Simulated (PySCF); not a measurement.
Nb(S)(F)(Me)2 (C₂H₆FNbS), SMILES [F][Nb]([CH3])([CH3])=[S], multiplicity 1. Geometry optimised at PBE-D3(BJ)/def2-SVP. The multiplicity is an assumed one; other spin states were not compared. The def2 effective core potentials stand for the cores of Nb; spin–orbit coupling is left out.

Method: PBE-D3(BJ)/def2-SVP run with PySCF.

Harmonic wavenumbers (cm⁻¹): 88, 111, 145, 150, 158, 161, 173, 414, 499, 518, 534, 536, 569, 592, 695, 1113, 1121, 1324, 1333, 1337, 1343, 2934, 2936, 3036, 3038, 3064, 3064. Rotational constants (GHz): 2.555, 1.923, 1.911; symmetry number 1.

Q: Work out the zero-point energy and the ideal-gas rigid-rotor harmonic-oscillator thermochemistry at 298.15 K and 1 atm.

A: ZPE = ½ Σ hcν = ½ × 30987 cm⁻¹ = 185.34 kJ/mol. H − E(el) = 211.80 kJ/mol. Entropy in J/(mol K): translation 173.09, rotation 116.85, vibration 103.37, total 393.31. G − E(el) = 94.53 kJ/mol. Cp = 132.27 J/(mol K). Modes under 150 cm⁻¹ make the vibrational entropy uncertain.
